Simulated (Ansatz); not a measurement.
Stepwise reaction of `[OH][In]([OH])[F]` with hydrogen, as a gas-phase model of exchange steps in deposition or etching. ΔE in kJ/mol.

Isolated molecules relaxed with PBE0-D4/def2-TZVP in Ansatz; ΔE leaves out vibrations. CBS: MP2 limit from def2 TZ/QZ plus the TZ coupled-cluster correction, frozen cores. This one scheme is used for every species. Functionals use def2-TZVPP. B3LYP here is the variant with VWN-RPA as its local correlation; programs differ in this. Elements past krypton have def2 core potentials. For In outer-core shells are correlated without core-valence functions, which leaves a few kJ/mol of doubt a bond. One conformer a species, not always the lowest.

```
step                                         reaction  PBE-D4  B3LYP-D4  ωB97M-V  CCSD(T)/CBS
   1  `[OH][In]([OH])[F]` + H₂ → `[OH][InH][F]` + H₂O    -6.6      -8.3    -11.7         -5.6
```

**Question.** Give the row of step 2, `[OH][InH][F]` + H₂ → `[F][InH2]` + H₂O. (Estimate.)

**Answer.** Ansatz gave: 
| step | reaction | PBE-D4 | B3LYP-D4 | ωB97M-V | CCSD(T)/CBS |
| --- | --- | --- | --- | --- | --- |
| 2 | `[OH][InH][F]` + H₂ → `[F][InH2]` + H₂O | 6.2 | 4.2 | 1.3 | 9.2 |

**Question.** By hand: ΔE of the 2 steps together at CCSD(T)/CBS.

**Answer.** (-5.6) + (9.2) = 3.6 kJ/mol, or 1.8 kJ/mol a step.

In ΔE each step is higher than the one before. PBE-D4 differs from CCSD(T)/CBS by -3.0 to -1.0 kJ/mol a step. Isolated molecules leave out the surface, adducts and barriers. Largest T1 diagnostic: 0.017.
